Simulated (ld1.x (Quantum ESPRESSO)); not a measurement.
**Transferability test, TM potential for As (Z = 33)**

As (Z = 33), norm-conserving Troullier–Martins (Kleinman–Bylander form), made with ld1.x (Quantum ESPRESSO) 7.5 (PBE, scalar-relativistic). Core [Ar], reference 3d10 4s2 4p2 (charge +1). Waves: 4s (bound): rc 1.15 bohr; 4p (bound): rc 1.50 bohr; 3d (bound): rc 0.80 bohr. Local part: all-electron potential smoothed inside 0.75 bohr (lloc = -1). Core correction: none.

Energies are relative to the spin-unpolarised reference configuration 3d10 4s2 4p2; without spin polarisation the order of configurations can differ from experiment. Not all tests gave a result: 1 of 7 tests not solved or not reliable. Left out of the table: 3d9 4s2 4p4 (solver errors, printed error -2628 eV). The frozen-core shift is the all-electron ΔE with the core orbitals held at their reference shape minus the fully relaxed ΔE.

Give the all-electron excitation energy and the error of the potential for: 3d10 4s2 4p3; 3d10 4s2 4p1; 3d10 4s2 4p0; 3d10 4s1 4p0; 3d10 4s2 4p2.5; 3d10 4s0 4p5.

```
valence configuration  charge  ΔE all-electron (eV)  error AE − PS (meV)  frozen-core shift (meV)
         3d10 4s2 4p3       0                -9.149                 -0.4                     -0.8
         3d10 4s2 4p1      +2                17.918                 -2.7                     +2.2
         3d10 4s2 4p0      +3                45.621                 +7.3                     +7.3
         3d10 4s1 4p0      +4                96.268                  +91                      +24
       3d10 4s2 4p2.5    +0.5                -5.594                 +0.3                     -0.5
         3d10 4s0 4p5       0                 9.907                 -6.2                     +0.9
```

A variational frozen-core shift is positive and of second order in the change. This column holds negative values, so the frozen-core run of ld1.x carries numerical noise or an error of first order here, and the column gives no more than the rough size of the effect.

Note: ghost states, extra bound levels that the all-electron valence spectrum of the same l lacks: s at -208.4 eV, p at -49.4 eV. A true bound ghost makes a file unfit for plane-wave use.
